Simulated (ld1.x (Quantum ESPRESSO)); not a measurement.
Logarithmic derivatives: Se, PAW

Se (Z = 34), PAW, made with ld1.x (Quantum ESPRESSO) 7.5 (LDA (PZ), scalar-relativistic). Core [Ar] 3d10, reference 4s2 4p3 (charge +1). Waves: 4s (bound): rcut 1.30, rcutus 1.50 bohr; 4s channel at 0.05 Ry: rcut 1.30, rcutus 1.50 bohr; 4p (bound): rcut 1.45, rcutus 1.80 bohr; 4p channel at 2.6 Ry: rcut 1.45, rcutus 1.80 bohr. Local part: all-electron potential smoothed inside 1.40 bohr (lloc = -1). Core correction: Bessel-smoothed model core inside 0.80 bohr. Augmentation charge: PSQ, inside the norm-conserving radii.

The phase is arctan(r·u′/u) with u = r·R(r), unwrapped; energies in Ry, scanned from -4 to 5 Ry. A pole is an energy at which the radial function vanishes at the test radius. The pseudo phase is shifted by a multiple of π to meet the all-electron one at the reference energy, and phase errors are pseudo minus all-electron; the curves can meet again beyond the range given. Levels narrower than the energy grid can be missing from the lists of poles.

```csv
channel,radius (bohr),reference energy (Ry),"poles, all-electron","poles, pseudo",unbroken range about the reference energy with phases within 0.05 rad,phase error 1 Ry above the reference energy (rad)
s,1.95,-1.99,0.37,0.37,below 4.9,+0.000
p,1.95,-1.15,2.03,2.03,the whole range,-0.000
```

Note: ghost state, extra bound levels that the all-electron valence spectrum of the same l lacks: d at -5.6 eV. A true bound ghost makes a file unfit for plane-wave use.

Phases in the p channel:

```csv
E (Ry),all-electron,pseudo
-4.00,1.202,1.202
-3.52,1.151,1.151
-3.04,1.076,1.075
-2.56,0.955,0.955
-2.08,0.738,0.738
-1.60,0.303,0.303
-1.12,-0.394,-0.394
-0.64,-0.931,-0.931
-0.16,-1.204,-1.204
0.32,-1.350,-1.351
0.80,-1.440,-1.440
1.28,-1.502,-1.502
1.76,-1.549,-1.549
2.24,-1.587,-1.587
2.72,-1.619,-1.619
3.20,-1.649,-1.649
3.68,-1.678,-1.678
4.16,-1.708,-1.708
4.64,-1.740,-1.741
```
